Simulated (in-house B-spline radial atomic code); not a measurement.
A calculation on V: its settings, and results tabulated from the run. Computed with an all-electron radial atomic-structure program (B-spline basis): non-relativistic HSE06, spin-polarised, spherical fractional occupations, point nucleus.

Command:
```bash
python run_scf.py task.json out
```
Settings:
```
Z                23
configuration    [Ar] 3d3 4s2
hamiltonian      nr
method           hse06
spin_polarised   True
```

Output (hartree, bohr):
```
 radial grid: 56 intervals, B-splines of order 8, outer radius 50 bohr

 iter        energy (Eh)    residual
    1        -937.818192    3.22e-01
    2        -940.161753    2.97e-01
    3        -943.412448    6.64e-02
    4        -943.610752    2.20e-02
    5        -943.625516    3.90e-03
    6        -943.626216    3.52e-03
    7        -943.626727    3.19e-04
    8        -943.626730    1.07e-04
    9        -943.626730    6.31e-06
   10        -943.626730    5.25e-07
   11        -943.626730    7.98e-08

 total energy                      -943.62673
 kinetic                             942.7893
 electron-nucleus                  -2236.8711
 Hartree                             395.3279
 exact exchange                      -10.5951
 exchange-correlation                -34.2778

 orbital      occ     eigenvalue          <r>       <r^2>       <1/r>       <r^4>     <1/r^3>       r_max
 1s up      1.000      -197.1614    0.0670305   0.0060285     22.5279  9.3043e-05           -      0.0441
 1s down    1.000      -197.1620    0.0670304  0.00602845     22.5279 9.30387e-05           -      0.0441
 2s up      1.000       -22.3950     0.310544    0.113904     4.74275   0.0227522           -      0.2578
 2s down    1.000       -22.3560     0.310189    0.113613     4.74806   0.0226026           -      0.2577
 2p up      3.000       -18.8566     0.275061   0.0931304     4.67542   0.0177633     301.452      0.2093
 2p down    3.000       -18.8236     0.274601   0.0927686     4.68111   0.0175798     302.225      0.2091
 3s up      1.000        -2.7622     0.954449     1.04997     1.46879     1.78348           -      0.8256
 3s down    1.000        -2.6387     0.955339     1.05242     1.46693     1.79676           -      0.8251
 3p up      3.000        -1.7778      1.01837     1.22099     1.34349     2.61711     35.0902      0.8483
 3p down    3.000        -1.6451      1.02135     1.22967     1.33949     2.67185     34.8086      0.8477
 3d up      3.000        -0.2419      1.41404     2.66969     0.96638     20.0945     2.54866      0.8983
 4s up      1.000        -0.1936       3.3158     12.6736     0.39001     267.612           -       2.749
 4s down    1.000        -0.1667      3.51391     14.2751    0.365127     344.535           -       2.886
```

Cost of the run: 0.61 s on 1 thread of Arm Neoverse V2, on a shared host.

Caution: exact exchange at fractional occupations of open shells leaves self-interaction of up to several eV.
